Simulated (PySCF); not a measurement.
boroxine (H₃B₃O₃), singlet, at a GFN2-xTB geometry; B3LYP/3-21G (PySCF).

Here is a job for PySCF.
```python
from pyscf import gto, scf, dft

mol = gto.M(
    atom='''
B    -0.62642433    1.18300324    0.24601012
O    -1.33948341    0.02486049    0.22970691
B    -0.71480732   -1.15811031   -0.01600341
O     0.62560781   -1.18146124   -0.24568946
B     1.34123166   -0.02489294   -0.23000671
O     0.71387560    1.15660075    0.01598255
H    -1.16486750    2.19985392    0.45746817
H    -1.32922010   -2.15356426   -0.02975915
H     2.49408760   -0.04628966   -0.42770903
''',
    basis='3-21g',
    verbose=4,
)

mf = dft.RKS(mol)
mf.xc = 'b3lyp'
mf.grids.prune = dft.gen_grid.treutler_prune
mf.kernel()
```

Task: What does PySCF print? Leave out banner, timings and long lists.

Result: 
```
PySCF version 2.14.0

[INPUT] verbose = 4
[INPUT] num. atoms = 9
[INPUT] num. electrons = 42
[INPUT] charge = 0
[INPUT] spin (= nelec alpha-beta = 2S) = 0
[INPUT] symmetry False subgroup None
[INPUT] Mole.unit = angstrom
[INPUT] Symbol           X                Y                Z      unit          X                Y                Z       unit  Magmom
[INPUT]  1 B     -0.626424330000   1.183003240000   0.246010120000 AA   -1.183770421464   2.235552128073   0.464891750671 Bohr   0.0
[INPUT]  2 O     -1.339483410000   0.024860490000   0.229706910000 AA   -2.531256793298   0.046979517422   0.434083148820 Bohr   0.0
[INPUT]  3 B     -0.714807320000  -1.158110310000  -0.016003410000 AA   -1.350790066634  -2.188511307935  -0.030242061959 Bohr   0.0
[INPUT]  4 O      0.625607810000  -1.181461240000  -0.245689460000 AA    1.182227422289  -2.232638170389  -0.464285791092 Bohr   0.0
[INPUT]  5 B      1.341231660000  -0.024892940000  -0.230006710000 AA    2.534560506996  -0.047040839035  -0.434649688712 Bohr   0.0
[INPUT]  6 O      0.713875600000   1.156600750000   0.015982550000 AA    1.349029371010   2.185658652967   0.030202642272 Bohr   0.0
[INPUT]  7 H     -1.164867500000   2.199853920000   0.457468170000 AA   -2.201280546407   4.157121422851   0.864489552006 Bohr   0.0
[INPUT]  8 H     -1.329220100000  -2.153564260000  -0.029759150000 AA   -2.511861948267  -4.069646643052  -0.056236643200 Bohr   0.0
[INPUT]  9 H      2.494087600000  -0.046289660000  -0.427709030000 AA    4.713142494674  -0.087474779799  -0.808252927703 Bohr   0.0

nuclear repulsion = 203.339198290048
number of shells = 36
number of NR pGTOs = 99
number of NR cGTOs = 60
basis = 3-21g
ecp = {}

******** <class 'pyscf.dft.rks.RKS'> ********
method = RKS
initial guess = minao
damping factor = 0
level_shift factor = 0
DIIS = <class 'pyscf.scf.diis.CDIIS'>
diis_start_cycle = 1
diis_space = 8
diis_damp = 0
SCF conv_tol = 1e-09
SCF conv_tol_grad = None
SCF max_cycles = 50
direct_scf = True
direct_scf_tol = 1e-13
XC library pyscf.dft.libxc version 7.1.2
    S. Lehtola, C. Steigemann, M. J. T. Oliveira, and M. A. L. Marques,  SoftwareX 7, 1–5 (2018)
XC functionals = b3lyp
    P. J. Stephens, F. J. Devlin, C. F. Chabalowski, and M. J. Frisch,  J. Phys. Chem. 98, 11623 (1994)
radial grids:
    Treutler-Ahlrichs [JCP 102, 346 (1995); DOI:10.1063/1.469408] (M4) radial grids

becke partition: Becke, JCP 88, 2547 (1988); DOI:10.1063/1.454033
pruning grids: <function treutler_prune>
grids dens level: 3
symmetrized grids: False
atomic radii adjust function: <function treutler_atomic_radii_adjust>
small_rho_cutoff = 0
Set gradient conv threshold to 3.16228e-05
Initial guess from minao.
tot grids = 99232
init E= -301.512725820858
  HOMO = -0.408057893266282  LUMO = -0.0694232204265145  gap/eV = 9.21472
cycle= 1 E= -300.506309917418  delta_E= 1.01  |g|= 0.919  |ddm|= 3.03
  HOMO = -0.231160641241545  LUMO = -0.00157274939664807  gap/eV = 6.24740
cycle= 2 E= -300.309053419146  delta_E= 0.197  |g|=  1.4  |ddm|= 1.67
  HOMO = -0.341267091003502  LUMO = -0.0269012198176788  gap/eV = 8.55433
cycle= 3 E= -300.656194224542  delta_E= -0.347  |g|= 0.031  |ddm|= 1.06
  HOMO = -0.338305350472261  LUMO = -0.0228144341561316  gap/eV = 8.58495
cycle= 4 E= -300.656428060213  delta_E= -0.000234  |g|= 0.00528  |ddm|= 0.0491
  HOMO = -0.33926678139139  LUMO = -0.0240426529625459  gap/eV = 8.57769
cycle= 5 E= -300.656436696807  delta_E= -8.64e-06  |g|= 0.000994  |ddm|= 0.00907
  HOMO = -0.339137042244897  LUMO = -0.0238414345505254  gap/eV = 8.57963
cycle= 6 E= -300.656436977003  delta_E= -2.8e-07  |g|= 6.37e-05  |ddm|= 0.00103
  HOMO = -0.339156676921786  LUMO = -0.0238579851239884  gap/eV = 8.57971
cycle= 7 E= -300.656436977812  delta_E= -8.09e-10  |g|= 2.6e-05  |ddm|= 9.26e-05
  HOMO = -0.339156821502354  LUMO = -0.0238576132721597  gap/eV = 8.57973
Extra cycle  E= -300.656436977548  delta_E= 2.64e-10  |g|= 4.68e-05  |ddm|= 5.17e-05
converged SCF energy = -300.656436977548
```
